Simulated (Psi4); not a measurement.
A dimer, C2H4 ··· CHF3 (SMILES C=C and FC(F)F); the first 6 atoms form monomer A.

```
11

C     -0.6614     0.0331    -0.0043
C      0.6615    -0.0331     0.0043
H     -1.1847     0.9813     0.0218
H     -1.2763    -0.8582    -0.0378
H      1.1847    -0.9813    -0.0218
H      1.2763     0.8582     0.0378
F      1.1151    -1.1177     3.0359
C     -0.1057    -0.8217     3.5028
F     -1.0055    -1.5660     2.8452
F     -0.3556     0.4701     3.2487
H     -0.1610    -1.0168     4.5739
```

Task: What interaction energy does SAPT0/jun-cc-pVDZ, frozen core (Psi4) give, and which attractive term is the largest?

Result: Total 2.53 kJ/mol: electrostatics -7.87, exchange 17.48, induction -0.87, dispersion -6.21. The most attractive term is electrostatics.
